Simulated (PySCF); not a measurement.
Choosing a molecule for a target property.

All species are isolated and taken at one optimised geometry, non-relativistic unless stated; the electronic structure was computed with PySCF and density fitting.

The conformers computed, where there is a choice (atom-mapped SMILES and torsion angles):
- `[CH:1]#[C:2][CH2:3][CH:4][CH2:5][Cl:6]`: C2–C3–C4–C5 54°, C3–C4–C5–Cl6 87°
- `[CH2:1]=[C:2][CH2:3]/[CH:4]=[CH:5]\[Cl:6]`: C1–C2–C3–C4 -5°, C2–C3–C4–C5 100°
- `[CH3:1][C:2]1[C:3]([SH:4])=[CH:5][N:6]=[CH:7][C@@H:8]1[F:9]`: H–S4–C3–C2 -179°
- `[CH:1]#[C:2][CH2:3][CH2:4][CH:5][Cl:6]`: C2–C3–C4–C5 -65°, C3–C4–C5–Cl6 -78°
- `[F:1][C:2](=[C:3]=[S:4])[CH:5][NH:6][CH:7]1[CH2:8][CH2:9]1`: F1–C2–C5–N6 180°, C2–C5–N6–C7 180°, C5–N6–C7–C8 -146°

(1) Wanted: isotropic g value between 2.001 and 2.003 (unrestricted B3LYP/pcH-1, mean-field spin–orbit) and smallest rotational constant below 1.4 GHz (GFN2-xTB), at GFN2-xTB geometries. Which candidate meets both?
A. `C#CC[CH]CCl` [radical]
B. `C#CCC[CH]Cl` [radical]
C. `C1=NC=C([C]([C@H]1F)C)S` [radical]
D. `C=[C]C/C=C\Cl` [radical]
E. `C(=S)=C([CH]NC1CC1)F` [radical]

Results:

(1) C. Computed values:
```
                          species  isotropic g value  smallest rotational constant
   C(=S)=C([CH]NC1CC1)F [radical]            2.00069                     0.605 GHz
C1=NC=C([C]([C@H]1F)C)S [radical]            2.00182                     0.790 GHz
          C=[C]C/C=C\Cl [radical]            2.00235                     1.462 GHz
            C#CC[CH]CCl [radical]            2.00384                     1.231 GHz
            C#CCC[CH]Cl [radical]            2.00614                     1.285 GHz
```
